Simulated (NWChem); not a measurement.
C2H3FSi; SMILES C#C[SiH2]F

```xyz
7

Si    -0.5223     0.5983     0.0000
F      0.7882     1.5554     0.0000
C      0.0122    -1.1485     0.0000
C      0.3503    -2.3173     0.0000
H     -1.3040     0.8852    -1.2299
H     -1.3040     0.8852     1.2299
H      0.6514    -3.3506     0.0000
```
Atoms are numbered in this order, from 1.

Computed with NWChem. Structure relaxed at the PBE0/def2-SVP level.

Taking Hartree-Fock/pcseg-2 as the yardstick, which of these has the fewest basis functions while keeping “dipole (D)” within 0.05 D of it: Hartree-Fock/aug-pcseg-1; Hartree-Fock/def2-SVP; Hartree-Fock/STO-3G; Hartree-Fock/pcseg-1?

none of them.
| level | basis functions | dipole (D) |
|---|---|---|
| Hartree-Fock/STO-3G | 27 | 1.04 |
| Hartree-Fock/pcseg-1 | 75 | 2.23 |
| Hartree-Fock/def2-SVP | 75 | 2.10 |
| Hartree-Fock/aug-pcseg-1 | 123 | 1.96 |
| Hartree-Fock/pcseg-2 | 166 | 2.03 |

The yardstick is one finite set, not the basis-set limit.
